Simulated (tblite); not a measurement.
C4H16BNSi.
Numbering: `[BH3-:1][N@@H+:2]([CH3:3])[C:4]([CH3:5])([CH3:6])[SiH3:7]` (hydrogens: H8, H9, H10 on B1; H11 on N2; H12, H13, H14 on C3; H15, H16, H17 on C5; H18, H19, H20 on C6; H21, H22, H23 on Si7)

Computed with GFN2-xTB (tblite), gas phase: L-BFGS steps from a force-field or distance-geometry start until the largest atomic force falls under 0.01 eV/Å.

At the end of the run (lengths in Å): B1–N2 1.655, C4–Si7 1.929, N2–C4 1.483, N2–H11 1.019, C5–H17 1.087, C5–H15 1.088, C6–H18 1.088, B1–N2–C4 117.6°, C5–C4–Si7 109.6°, N2–C4–C6 109.0°, B1–N2–C3 108.2°, B1–N2–C4–C5 162°, H8–B1–N2–C3 43°, H11–N2–B1–H8 -71°.

**Question.** These geometries were met on the way; a selection of coordinates is given. Order them by energy above the end point, lowest first.
A. B1–N2 1.527, C4–Si7 1.873, N2–C4 1.431, N2–H11 1.062, C5–H17 1.120, C5–H15 1.118, C6–H18 1.117, B1–N2–C4 115.2°, C5–C4–Si7 104.2°, N2–C4–C6 113.4°, B1–N2–C3 105.5°, B1–N2–C4–C5 146°, H8–B1–N2–C3 93°, H11–N2–B1–H8 -20°
B. B1–N2 1.665, C4–Si7 1.926, N2–C4 1.489, N2–H11 1.016, C5–H17 1.087, C5–H15 1.089, C6–H18 1.087, B1–N2–C4 123.4°, C5–C4–Si7 109.4°, N2–C4–C6 110.8°, B1–N2–C3 107.3°, B1–N2–C4–C5 150°, H8–B1–N2–C3 74°, H11–N2–B1–H8 -39°
C. B1–N2 1.729, C4–Si7 1.926, N2–C4 1.488, N2–H11 1.017, C5–H17 1.088, C5–H15 1.086, C6–H18 1.089, B1–N2–C4 124.3°, C5–C4–Si7 109.6°, N2–C4–C6 109.0°, B1–N2–C3 106.0°, B1–N2–C4–C5 144°, H8–B1–N2–C3 82°, H11–N2–B1–H8 -29°
D. B1–N2 1.684, C4–Si7 1.927, N2–C4 1.496, N2–H11 1.017, C5–H17 1.102, C5–H15 1.096, C6–H18 1.097, B1–N2–C4 120.0°, C5–C4–Si7 106.1°, N2–C4–C6 111.1°, B1–N2–C3 105.7°, B1–N2–C4–C5 146°, H8–B1–N2–C3 91°, H11–N2–B1–H8 -21°
E. B1–N2 1.662, C4–Si7 1.919, N2–C4 1.489, N2–H11 1.016, C5–H17 1.078, C5–H15 1.078, C6–H18 1.076, B1–N2–C4 114.7°, C5–C4–Si7 104.7°, N2–C4–C6 113.1°, B1–N2–C3 104.2°, B1–N2–C4–C5 148°, H8–B1–N2–C3 94°, H11–N2–B1–H8 -20°

**Answer.** B (0.154 eV), C (0.251 eV), D (0.412 eV), E (0.663 eV), A (1.144 eV).

```json
{"step": "28", "E above end (eV)": "0.154", "rms distance from the end, all atoms (Å)": "0.314", "largest force (eV/Å)": "0.173", "rms shift of all bonds from the end (Å)": "0.004"}
{"step": "15", "E above end (eV)": "0.251", "rms distance from the end, all atoms (Å)": "0.392", "largest force (eV/Å)": "0.275", "rms shift of all bonds from the end (Å)": "0.016"}
{"step": "8", "E above end (eV)": "0.412", "rms distance from the end, all atoms (Å)": "0.443", "largest force (eV/Å)": "0.500", "rms shift of all bonds from the end (Å)": "0.011"}
{"step": "3", "E above end (eV)": "0.663", "rms distance from the end, all atoms (Å)": "0.472", "largest force (eV/Å)": "0.560", "rms shift of all bonds from the end (Å)": "0.011"}
{"step": "0", "E above end (eV)": "1.144", "rms distance from the end, all atoms (Å)": "0.482", "largest force (eV/Å)": "2.529", "rms shift of all bonds from the end (Å)": "0.037"}
```

Rows stand in the order of the answer.
